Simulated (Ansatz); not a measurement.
Total energies of C$_{3}$H$_{3}$FSZn (`F[C]1([ZnH])C=CS1`).

| atom | x (Å) | y (Å) | z (Å) |
| --- | --- | --- | --- |
| F1 | 2.1030 | -0.3705 | 0.6013 |
| C2 | 0.7766 | -0.2403 | 0.3280 |
| Zn3 | -0.4289 | -1.7943 | 0.5420 |
| C4 | 0.3651 | 0.5683 | -0.8440 |
| C5 | -0.5075 | 1.3912 | -0.2390 |
| S6 | -0.1932 | 0.9450 | 1.4312 |
| H7 | -1.4258 | -2.9540 | 0.6679 |
| H8 | 0.6041 | 0.4134 | -1.8888 |
| H9 | -1.2934 | 2.0413 | -0.5985 |

Total charge 0; spin multiplicity 1. For Zn the d shell is correlated and the shells below it are frozen. Scalar relativity is left out up to krypton. The structure was optimised at the PBE0-D4/def2-TZVP level. Basis def2-TZVPP, the Gaussian-basis code of Ansatz.

RPA on PBE orbitals: Hartree–Fock energy of these orbitals -2390.02049 Eh, correlation -2.06323 Eh (frozen core).

```json
{"functional": "LDA (SPW92)", "energy without D4 (Eh)": "-2387.62900", "D4 term (kJ/mol)": "–"}
{"functional": "revPBE", "energy without D4 (Eh)": "-2393.32259", "D4 term (kJ/mol)": "-76.7"}
{"functional": "BLYP", "energy without D4 (Eh)": "-2393.60481", "D4 term (kJ/mol)": "-56.7"}
{"functional": "r2SCAN", "energy without D4 (Eh)": "-2393.42676", "D4 term (kJ/mol)": "-5.9"}
{"functional": "B97M-V", "energy without D4 (Eh)": "-2393.08904", "D4 term (kJ/mol)": "–"}
{"functional": "B3LYP", "energy without D4 (Eh)": "-2393.64001", "D4 term (kJ/mol)": "-41.7"}
{"functional": "r2SCANh", "energy without D4 (Eh)": "-2393.39571", "D4 term (kJ/mol)": "-6.3"}
{"functional": "HSE06 (plane-wave form)", "energy without D4 (Eh)": "-2392.93413", "D4 term (kJ/mol)": "-20.1"}
{"functional": "BHLYP", "energy without D4 (Eh)": "-2393.40988", "D4 term (kJ/mol)": "-32.8"}
{"functional": "CAM-B3LYP", "energy without D4 (Eh)": "-2393.60424", "D4 term (kJ/mol)": "-21.9"}
{"functional": "LC-ωPBE", "energy without D4 (Eh)": "-2393.08753", "D4 term (kJ/mol)": "–"}
{"functional": "ωB97X-V", "energy without D4 (Eh)": "-2393.27661", "D4 term (kJ/mol)": "–"}
{"functional": "ωB97M-V", "energy without D4 (Eh)": "-2393.38833", "D4 term (kJ/mol)": "–"}
{"functional": "B2PLYP", "energy without D4 (Eh)": "-2393.01005", "D4 term (kJ/mol)": "–"}
```

Question: Give the same for PBE, PBE0, r2SCAN0, PBE-QIDH. (Estimate.)

Answer: The calculation gave: 
| functional | energy without D4 (Eh) | D4 term (kJ/mol) |
| --- | --- | --- |
| PBE | -2392.90139 | -25.5 |
| PBE0 | -2392.95325 | -21.5 |
| r2SCAN0 | -2393.35167 | -7.1 |
| PBE-QIDH | -2392.58528 | – |

B3LYP takes the VWN-RPA correlation (the form of Gaussian; ORCA's B3LYP/G). HSE06 is the plane-wave form, built on full-range PBE exchange. The double hybrids freeze the cores in their second-order part.

LC-ωPBE has ω = 0.4 bohr⁻¹.
